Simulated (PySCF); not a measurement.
# C₆ coefficients of unlike pairs at UHF

Calculated with PySCF 2.14 from the dipole response of each species, C₆(A,B) = (3/π) ∫ α_A(iu) α_B(iu) du, in atomic units, from isotropic polarisabilities. For ions this is the dispersion term alone; charge-induced terms of lower order in 1/R come first.

```tsv
species	configuration	basis	relativity	α (bohr³)	C₆ (like pair)
Pt	[Xe] 4f14 5d9 6s1 (3D)	def2-QZVPPD with the def2 core potential (60 electrons) (7s5p4d4f2g)	core potential	53.05	491.5
Cd²⁺	[Kr] 4d10 (1S)	aug-cc-pwCVDZ-PP with ECP28MDF (6s6p5d3f)	core potential	4.536	22.13
In²⁺	[Kr] 4d10 5s1 (2S)	def2-TZVPPD with the def2 core potential (28 electrons) (7s5p4d2f)	core potential	17.49	81.27
Sb³⁺	[Kr] 4d10 5s2 (1S)	aug-cc-pVQZ-PP with ECP28MDF (7s7p5d3f2g)	core potential	12.12	56.45
```

**Question.** Estimate C₆ for Sb³⁺ with Cd²⁺.

**Answer.** The integral gives 32.19. The combination rule 2 C_A C_B / (C_A α_B/α_A + C_B α_A/α_B) gives 31.13 and the geometric mean 35.34.

No spin-orbit coupling is included.

The other pairs:

| pair | C₆ |
| --- | --- |
| Cd²⁺, Pt | 83.99 |
| In²⁺, Pt | 197.0 |
| Sb³⁺, Pt | 160.5 |
| Sb³⁺, In²⁺ | 67.14 |
| In²⁺, Cd²⁺ | 37.57 |
